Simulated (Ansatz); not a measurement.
CH5Ge (SMILES [CH2][GeH3]) moved off its minimum; all values from Ansatz (a quantum-chemistry and plane-wave program), cores frozen in correlated methods. Open shells are unrestricted.
(charge 0, multiplicity 2)
```xyz
7

C      1.64076    -0.18906    -0.04283
Ge    -0.34076     0.08556    -0.00371
H      2.24218     0.68109    -0.05536
H      2.05209    -1.11811     0.04646
H     -0.94039    -0.41884     1.24321
H     -0.77902     1.52930    -0.25896
H     -0.91517    -0.83187    -1.04074
```

| level | largest force (eV/Å) | on atom | rms difference from CCSD(T)/cc-pVTZ (eV/Å) | dipole (D) |
|---|---|---|---|---|
| HF/def2-TZVPP | 3.62 | C1 | 0.110 | 0.51 |
| PBE/def2-TZVPP | 3.77 | C1 | 0.092 | 0.40 |
| r2SCAN/def2-TZVPP | 3.78 | C1 | 0.100 | 0.44 |
| B3LYP/def2-TZVPP | 3.59 | C1 | 0.063 | 0.42 |
| wB97M-V/def2-TZVPP | 3.76 | C1 | 0.111 | 0.42 |
| MP2/cc-pVTZ | 3.68 | C1 | 0.060 | 0.46 |
| CCSD(T)/cc-pVTZ | 3.64 | C1 | 0.000 | 0.46 |

The differences count from one level among others, with limits of its own. Forces at CCSD(T)/cc-pVTZ (eV/Å):

```json
[
 {"atom": "C1", "Fx": "-2.865", "Fy": "2.247", "Fz": "-0.034"},
 {"atom": "Ge2", "Fx": "1.584", "Fy": "0.020", "Fz": "-0.686"},
 {"atom": "H3", "Fx": "0.853", "Fy": "0.543", "Fz": "-0.037"},
 {"atom": "H4", "Fx": "1.180", "Fy": "-2.308", "Fz": "0.187"},
 {"atom": "H5", "Fx": "-0.475", "Fy": "-0.306", "Fz": "1.421"},
 {"atom": "H6", "Fx": "0.122", "Fy": "0.209", "Fz": "-0.031"},
 {"atom": "H7", "Fx": "-0.399", "Fy": "-0.404", "Fz": "-0.820"}
]
```
